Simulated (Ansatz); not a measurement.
Consider the formal exchange of groups at a C–Ge bond: `N=[CH][GeH2][CH2]Cl` + propane → `CC(C)C=N` + `Cl[CH2][GeH3]`.

Calculated with Ansatz (gas phase, PBE0-D4/def2-TZVP geometries, no zero-point term in ΔE). CCSD(T)/CBS adds triple-zeta CCSD(T) − MP2 to the extrapolated MP2 energy (def2 sets, frozen cores). Functionals use def2-TZVPP. B3LYP here is the variant with VWN-RPA as its local correlation; programs differ in this. For Ge outer-core shells are correlated without core-valence functions, which leaves a few kJ/mol of doubt a bond. Scalar relativity is left out up to krypton. One conformer a species, not always the lowest.

`N=[CH][GeH2][CH2]Cl`:

Z-matrix (Å, degrees):
```
Ge
C 1 1.970
C 1 1.968 2 109.4
H 1 1.537 2 111.7 3 119.6
H 1 1.543 2 106.9 3 -118.9
N 2 1.265 1 125.7 3 120.3
H 2 1.095 1 117.7 3 -58.9
Cl 3 1.783 1 109.7 2 60.8
H 3 1.089 1 111.6 2 -180.0
H 3 1.089 1 111.1 2 -58.1
H 6 1.023 2 111.8 1 0.8
```

`CCC`:

```xyz
11

C     1.064   -0.268   -0.669
C    -0.419   -0.024   -0.449
C    -0.754    0.285    1.001
H     1.417   -1.111   -0.068
H     1.653    0.608   -0.381
H     1.286   -0.488   -1.715
H    -0.752    0.803   -1.085
H    -0.986   -0.903   -0.775
H    -1.824    0.457    1.140
H    -0.225    1.180    1.344
H    -0.461   -0.539    1.657
```

`CC(C)C=N`:

Z-matrix (Å, degrees):
```
C
C 1 1.528
H 1 1.092 2 110.8
H 1 1.093 2 111.4 3 120.2
H 1 1.093 2 110.6 3 -119.8
C 2 1.517 1 111.9 3 59.6
C 2 1.505 1 109.3 3 -173.6
H 2 1.100 1 107.3 3 -59.5
H 6 1.093 2 111.9 1 -177.7
H 6 1.092 2 110.4 1 -57.9
H 6 1.094 2 111.2 1 61.2
N 7 1.262 2 129.1 1 -124.3
H 7 1.097 2 114.2 1 55.0
H 12 1.022 7 110.9 2 -0.5
```

`Cl[CH2][GeH3]`:

```xyz
8

Cl    1.557    1.456    0.772
C     0.211    0.935   -0.272
Ge   -0.321   -0.909    0.152
H    -0.615    1.627   -0.115
H     0.545    1.018   -1.306
H     0.877   -1.839   -0.078
H    -0.770   -0.973    1.618
H    -1.485   -1.314   -0.771
```

Question: Is it downhill or uphill in electronic energy at CCSD(T)/CBS, and by how much? (An estimate is asked.)

Answer: Computed: Downhill: ΔE = -6.2 kJ/mol.

Question: What do these levels give: r2SCAN-D4, PBE0-D4, B3LYP-D4, ωB97X-V, ωB97M-V, PBE, HF/def2-TZVPP, MP2/def2-TZVPP, SCS-MP2/def2-TZVPP, CCSD/def2-TZVPP, SCS-MP2/def2-QZVPP, CCSD/CBS(def2)? (An estimate is asked.)

Answer: Ansatz gave: r2SCAN-D4 -7.7, PBE0-D4 -7.9, B3LYP-D4 -3.6, ωB97X-V -8.7, ωB97M-V -7.8, PBE -2.8, HF/def2-TZVPP -7.0, MP2/def2-TZVPP -6.5, SCS-MP2/def2-TZVPP -4.7, CCSD/def2-TZVPP -5.4, SCS-MP2/def2-QZVPP -5.5, CCSD/CBS(def2) -6.3 kJ/mol.

Largest T1 diagnostic among the species: 0.012.

From PBE to PBE0 (25 % exact exchange), in def2-TZVPP and without D4, ΔE moves by −4.0 kJ/mol.
